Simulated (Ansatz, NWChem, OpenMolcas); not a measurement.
**How methods differ on CsBr (SMILES [Br][Cs])**

CsBr: 2 atoms, total charge 0, spin state singlet. SMILES: `[Br][Cs]`. Geometry: the measured bond length.

```csv
atom,x (Å),y (Å),z (Å)
Br,0.0000,0.0000,0.0000
Cs,0.0000,0.0000,3.0723
```

Quantity: the energy change with the Br1–Cs2 bond stretched from 3.072 to 5.530 Å, in eV. The values are calculated.

```tsv
level	kind	program	value (eV)	less CCSD(T)/def2-TZVPP	CPU time (all runs)
M06-L/def2-TZVPP (core potential) (restricted)	meta-GGA	OpenMolcas	1.77	-0.02	43 s
BHLYP/def2-TZVPP (core potential) (restricted)	global hybrid	OpenMolcas	1.78	-0.01	24 s
PBE0/def2-TZVPP (core potential) (restricted)	global hybrid	OpenMolcas	1.86	+0.07	26 s
HSE06/def2-TZVPP (core potential) (restricted)	range-separated hybrid	Ansatz	1.86	+0.07	17 s
RPA@PBE/def2-TZVPP (core potential) (restricted)	RPA	Ansatz	1.72	-0.07	24 s
BCCD(T)/def2-TZVPP (core potential) (restricted)	coupled cluster or CI	Ansatz	1.79	0.00	19 s
CCSD(T)/def2-TZVPP (core potential) (restricted)	coupled cluster or CI	NWChem	1.79	0.00	5.1 min
CCSD/def2-TZVPP (core potential) (restricted)	coupled cluster or CI	NWChem	1.76	-0.03	4 min
```

Differences are taken from CCSD(T)/def2-TZVPP (core potential) (restricted) for orientation; it has basis-set and higher-order errors of its own. At this stretch a single reference begins to fail. The first shape isn't each level's own minimum. The values span 1.72 to 1.86 eV. In the correlated wave-function rows the outer d shell of Br is correlated, in sets not made for it. CPU times are rough (shared hosts, several kinds of processor): they show what a rung costs within a factor of a few.
